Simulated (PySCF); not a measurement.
Compound: C3H2BrOP.
SMILES with atom numbers: `[Br:1][c:2]1[cH:3][p:4][cH:5][o:6]1` (hydrogens: H7 on C3; H8 on C5)

Method used: PySCF, PBE0-D3(BJ)/def2-SVP geometry optimisation, gas phase.

**Question.** Give the optimised bond lengths and angles.

**Answer.** 
| bond | length (Å) |
| --- | --- |
| Br1–C2 | 1.858 |
| C2–C3 | 1.358 |
| C3–P4 | 1.782 |
| P4–C5 | 1.708 |
| C5–O6 | 1.345 |
| C2–O6 | 1.339 |
| C3–H7 | 1.089 |
| C5–H8 | 1.090 |

A selection of angles:
| angle | degrees |
| --- | --- |
| Br1–C2–C3 | 129.3 |
| Br1–C2–O6 | 115.0 |
| C3–C2–O6 | 115.7 |
| C2–C3–P4 | 110.1 |
| C2–C3–H7 | 123.4 |
| P4–C3–H7 | 126.5 |
| C3–P4–C5 | 87.4 |
| P4–C5–O6 | 115.7 |
| P4–C5–H8 | 130.7 |
| O6–C5–H8 | 113.5 |
| C2–O6–C5 | 111.1 |

The C–P distances run from 1.708 Å (P4–C5, aromatic) to 1.782 Å (C3–P4, aromatic), a spread of 0.074 Å. P4 (phosphorus bonded to 2 C) is bent (angle 87.4°). The 5-membered ring C2–C3–P4–C5–O6 has internal angles of 87.4° to 115.7°; it is planar, 0.00 Å rms from its mean plane, widest ring torsion 0°. The 6 heavy atoms lie in one plane (0.001 Å rms).

Point group: Cs (every atom within 0.08 Å of its image). No PBE0-D3(BJ)/def2-SVP frequencies stand behind this structure, so it isn't proved a minimum.
